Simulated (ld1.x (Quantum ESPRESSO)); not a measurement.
## An all-electron radial function and its pseudo partner (chromium (Cr))

Columns: radius, all-electron u(r) and pseudo u(r) of the 4s shell (level -5.08 eV) of chromium in the configuration [Ar] 3d4 4s2 4p0; LDA (PZ), scalar-relativistic, TM scheme, ld1.x (Quantum ESPRESSO) 7.5.

```json
{"r (bohr)": "0.143", "all-electron": "-0.1276", "pseudo": "-0.0198"}
{"r (bohr)": "0.285", "all-electron": "-0.0975", "pseudo": "-0.0402"}
{"r (bohr)": "0.428", "all-electron": "0.1131", "pseudo": "-0.0623"}
{"r (bohr)": "0.570", "all-electron": "0.2482", "pseudo": "-0.0867"}
{"r (bohr)": "0.713", "all-electron": "0.2681", "pseudo": "-0.1145"}
{"r (bohr)": "0.855", "all-electron": "0.2047", "pseudo": "-0.1462"}
{"r (bohr)": "0.998", "all-electron": "0.0969", "pseudo": "-0.1829"}
{"r (bohr)": "1.140", "all-electron": "-0.0254", "pseudo": "-0.2247"}
{"r (bohr)": "1.283", "all-electron": "-0.1464", "pseudo": "-0.2721"}
{"r (bohr)": "1.425", "all-electron": "-0.2554", "pseudo": "-0.3236"}
{"r (bohr)": "1.568", "all-electron": "-0.3499", "pseudo": "-0.3783"}
{"r (bohr)": "1.710", "all-electron": "-0.4273", "pseudo": "-0.4327"}
{"r (bohr)": "1.853", "all-electron": "-0.4893", "pseudo": "-0.4844"}
{"r (bohr)": "1.995", "all-electron": "-0.5363", "pseudo": "-0.5293"}
{"r (bohr)": "2.138", "all-electron": "-0.5707", "pseudo": "-0.5654"}
{"r (bohr)": "2.280", "all-electron": "-0.5936", "pseudo": "-0.5908"}
{"r (bohr)": "2.423", "all-electron": "-0.6070", "pseudo": "-0.6060"}
{"r (bohr)": "2.565", "all-electron": "-0.6122", "pseudo": "-0.6120"}
{"r (bohr)": "2.708", "all-electron": "-0.6107", "pseudo": "-0.6107"}
{"r (bohr)": "2.850", "all-electron": "-0.6037", "pseudo": "-0.6037"}
{"r (bohr)": "2.992", "all-electron": "-0.5923", "pseudo": "-0.5923"}
{"r (bohr)": "3.135", "all-electron": "-0.5772", "pseudo": "-0.5772"}
{"r (bohr)": "3.278", "all-electron": "-0.5594", "pseudo": "-0.5594"}
{"r (bohr)": "3.420", "all-electron": "-0.5396", "pseudo": "-0.5396"}
{"r (bohr)": "3.563", "all-electron": "-0.5182", "pseudo": "-0.5182"}
{"r (bohr)": "3.705", "all-electron": "-0.4959", "pseudo": "-0.4959"}
```

How many radial nodes do the two functions have?

The all-electron 4s function has n − l − 1 = 3 (the table is too coarse to show those close to the nucleus); the pseudo-wave has 0, since the states of the same l below it are removed with the core.

At about which radius was the pseudo-wave matched?

2.85 bohr. The columns agree to 0.0005 from 2.56 bohr on; several derivatives are matched, so the curves merge somewhat inside the radius.

Is the pseudo-wave norm-conserving?

Yes: the TM scheme keeps the norm inside the radius equal to the all-electron one, which fixes the energy derivative of the logarithmic derivative at the level.
